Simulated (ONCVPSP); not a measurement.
## As (Z = 33), ONCV: configuration errors across variants

arsenic (As), optimised norm-conserving Vanderbilt (ONCV), made with ONCVPSP 4.0.1 (PBEsol, non-relativistic). Core [Ar], reference 3d10 4s2 4p3. Waves: 4s: rc 1.65 bohr, ncon 4, nbas 7, qcut 3.7 1/bohr, 2 projectors, debl 2.9 Ha; 4p: rc 2.10 bohr, ncon 4, nbas 7, qcut 4.4 1/bohr, 2 projectors, debl 2.3 Ha; 3d: rc 0.75 bohr, ncon 3, nbas 8, qcut 18.2 1/bohr, 2 projectors, debl 3.3 Ha. Local part: polynomial inside 0.65 bohr (lpopt 5, dvloc0 1 Ha). Core correction: Teter function fitted to the true core (icmod 2), fcfact 0.4.

All-electron excitation energies from the reference (eV): (1) 3d10 4s2 4p2 9.189; (2) 3d10 4s2 4p1 27.137; (3) 3d10 4s2 4p0 54.833; (4) 3d10 4s0 4p5 18.061.

1 further variants failed, have other tests or too few solved ones, and are left out.

A true bound ghost makes a file unfit for plane-wave use even where its test errors are small: the radial tests pick states by their node count and pass the ghost by.

Errors AE − PS in meV (a dash: test not solved or not reliable):

```csv
change,(1),(2),(3),(4),bound ghosts,GHOST(+) flags above zero
base,-0.5,-4.3,-18,+5.4,s,p
p: qcut 6.8,-0.1,-0.3,0.0,-8.5,s,p
"d: ncon 5, nbas 10",-0.5,-4.3,-18,+5.4,s,p
"all radii but the core radius scaled by about 1.22 (s 2.02, p 2.56, d 0.92 bohr); local potential polynomial inside 0.80 bohr (lpopt 5, dvloc0 1 Ha)",-2.2,-18,-68,-2.0,s,p
```

Q: Give the same row for: p: rc 1.62.

A: -0.1, -0.6, -2.0, -4.9; bound ghosts: s; GHOST(+) flags above zero: p.
